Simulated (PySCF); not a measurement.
# H₂PdS, quintet: molecular constants

All numbers come from UPBE0/[Pd def2-TZVP with ECP28, S def2-TZVP, H def2-TZVP], scalar-relativistic core potentials, density fitting, no spin–orbit coupling, PySCF.

The structure is a minimum.

```
Point group                                                                   : Cs
Bond lengths                                                                  : Pd–H 1.652 Å (×2), Pd–S 2.209 Å
Bond angles                                                                   : H–Pd–H 120.9°, H–Pd–S 96.9° (×2)
Principal polarisabilities                                                    : 42.4, 55.7, 83.5 bohr³
Entropy at 298.15 K and 1 bar (electronic part: spin only)                    : 292.4 J/(mol K)
Heat capacity Cp at 298.15 K                                                  : 55.7 J/(mol K)
Spin squared ⟨S²⟩                                                             : 6.014
Rotational constants                                                          : 3.126, 0.1381, 0.1348 cm⁻¹
Enthalpy at 298.15 K above 0 K                                                : 12.59 kJ/mol
Zero-point energy                                                             : 30.7 kJ/mol
Dipole moment                                                                 : 1.57 D
Lowest empty level (β)                                                        : -4.85 eV
Highest occupied level (α)                                                    : -6.36 eV
Principal quadrupole moments (Buckingham, traceless) about the centre of mass : -2.13, -1.22, 3.36 D Å
Rotational symmetry number                                                    : 1
Atomisation energy without zero-point energy                                  : 488 kJ/mol
```

Harmonic modes (masses in u: Pd 105.903, S 31.972, H 1.008):
```
symmetry  ω (cm⁻¹)  IR (km/mol)     type
      a'       350          3.2    mixed
     a''       482          0.3     bend
      a'       491         23.9     bend
      a'       560         56.9     bend
     a''      1572         10.1  stretch
      a'      1679         89.7  stretch
```

Charges (e):
```json
{"atom": "Pd1", "Mulliken": "0.10", "Löwdin": "-0.33", "polar tensor": "0.03", "spin (Mulliken)": "1.25", "Mayer order to Pd1": "–"}
{"atom": "S2", "Mulliken": "0.00", "Löwdin": "0.34", "polar tensor": "0.13", "spin (Mulliken)": "1.90", "Mayer order to Pd1": "1.26"}
{"atom": "H3,4", "Mulliken": "-0.05", "Löwdin": "-0.01", "polar tensor": "-0.08", "spin (Mulliken)": "0.43", "Mayer order to Pd1": "0.82"}
```

Mulliken populations on Pd1 (electrons outside its core potential): s 2.69, p 6.45, d 8.77, f 0.00.

Outer orbital energies (eV). α occupied: -11.24, -11.10, -10.96, -9.13, -9.07, -8.80, -6.45, -6.36; empty: -1.12, 0.68, 1.63, 1.65. β occupied: -18.67, -10.38, -9.93, -9.92, -9.34, -9.12, -8.37; empty: -4.85, -4.71, -2.94, -2.67.

Other isomers or separated fragments may lie lower. Other spin states or occupations of the open shell can lie lower. At this level a singlet minimum of Cs symmetry lies 383 kJ/mol below this structure.

The final relaxation and frequency run took about 110 core-seconds on a shared host.
